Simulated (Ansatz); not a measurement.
Basis-set extrapolation for C8H16O, SMILES `CC(C)C(=O)C(C)(C)C` (PBE0-D4/def2-TZVP geometry, frozen core, Ansatz 0.2.0). Multiplicity 1, RHF reference.

|  | def2-TZVPP | def2-QZVPP |
| --- | --- | --- |
| HF | -387.274636 | -387.292355 |
| MP2 correlation | -1.623794 | -1.727935 |
| CCSD(T) correlation | -1.771937 | not run |

Energies in hartree. Use E(X) = E(∞) + A·exp(−7.88·√X) for Hartree–Fock and E(X) = E(∞) + B·X^(−2.97) for correlation, with X = 3 and 4, and add CCSD(T) minus MP2 of the smaller set to the MP2 limit.

Problem. What is the CCSD(T) energy at the basis-set limit?

Solution. HF limit: -387.292355 + (-0.017719) × 0.13774 = -387.29480. MP2 limit: -1.727935 + (-0.104141) × 0.74074 = -1.80508. Higher-order term: -1.771937 − (-1.623794) = -0.14814. Total: -389.24802 hartree, 528.9 kJ/mol below CCSD(T)/def2-TZVPP.
